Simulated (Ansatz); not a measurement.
Species: InF, charge 1, multiplicity 2. SMILES of the parent species: [F][In]
Structure (B3LYP-D3(BJ)/def2-TZVP (Ansatz, a quantum-chemistry and plane-wave program) minimum search):
```xyz
2

In     0.0000     0.0000    -0.3005
F      0.0000     0.0000     1.6361
```
Charge +1, spin multiplicity 2.

Give the harmonic wavenumbers at B3LYP-D3(BJ)/def2-TZVP (Ansatz, finite differences of forces, unscaled).

536 cm⁻¹. Zero-point energy 0.8 kcal/mol.

From these and the geometry, give the ideal-gas thermochemistry at 298.15 K and 1 atm (rigid rotor, harmonic oscillator).

Point group C∞v, rotational symmetry number 1. Rotational constants 8.266, 8.266 GHz. S(trans) 40.59, S(rot) 15.15, S(vib) 0.57, S(elec, spin only) 1.38, S 57.7 cal/(mol K). H(298) - H(0) 2.20 kcal/mol; G - E(el) -14.2 kcal/mol.
